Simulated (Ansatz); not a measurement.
`CC[O][AlH][F]` + H₂ → `C[O][AlH][F]` + CH₄ at 500 K and 1 bar (hydrogenolysis of a C–C bond).

Isolated molecules relaxed with PBE0-D4/def2-TZVP in Ansatz; ΔE leaves out vibrations. CBS: MP2 limit from def2 TZ/QZ plus the TZ coupled-cluster correction, frozen cores. This one scheme is used for every species. One conformer a species, not always the lowest.

| species | CCSD(T)/CBS energy (Eh) | H − E (kJ/mol) | S (J/(mol·K)) |
| --- | --- | --- | --- |
| `CC[O][AlH][F]` | -496.81949 | 256.2 | 419.5 |
| H₂ | -1.17544 | 41.0 | 145.5 |
| `C[O][AlH][F]` | -457.55503 | 173.0 | 373.2 |
| CH₄ | -40.46206 | 135.6 | 206.8 |

H − E and S are ideal-gas, rigid-rotor, harmonic terms from PBE0-D4/def2-TZVP, for one conformer and one mirror image of each species. For small species the MP2-based limit differs from directly extrapolated CCSD(T) by up to some mEh (0.8 for H₂); such offsets cancel only in part. 1 Eh = 2625.50 kJ/mol, R = 8.31446 J/(mol·K).

Q: By hand: ΔE, ΔH, ΔS and ΔG.

A: ΔE = (-457.55503) + (-40.46206) − (-496.81949) − (-1.17544) = -0.02216 Eh = -58.2 kJ/mol. Δ(H − E) = 173.0 + 135.6 − 256.2 − 41.0 = 11.4, so ΔH = -46.8 kJ/mol. ΔS = 373.2 + 206.8 − 419.5 − 145.5 = 15.0 J/(mol·K). ΔG = -46.8 − 500 × (15.0)/1000 = -54.3 kJ/mol.

Q: By hand: the equilibrium constant, and the temperature at which ΔG would vanish if ΔH and ΔS stayed fixed.

A: log₁₀ K = −ΔG/(RT ln 10) = 5.7. ΔH and −TΔS have one sign here, so there is no such temperature.

ΔH outweighs TΔS. A doubt of 5 kJ/mol in ΔE shifts log₁₀ K by 0.5 here. Other conformers and mirror images would add mixing entropy, several J/(mol·K) or more a flexible species. Modes under 60 cm⁻¹, often nearly free rotors, make the harmonic entropy too high. These are equilibria of isolated gas molecules and say nothing of rates. Largest T1 diagnostic: 0.013 (customary marks: 0.02 for closed shells, 0.045 for open ones).
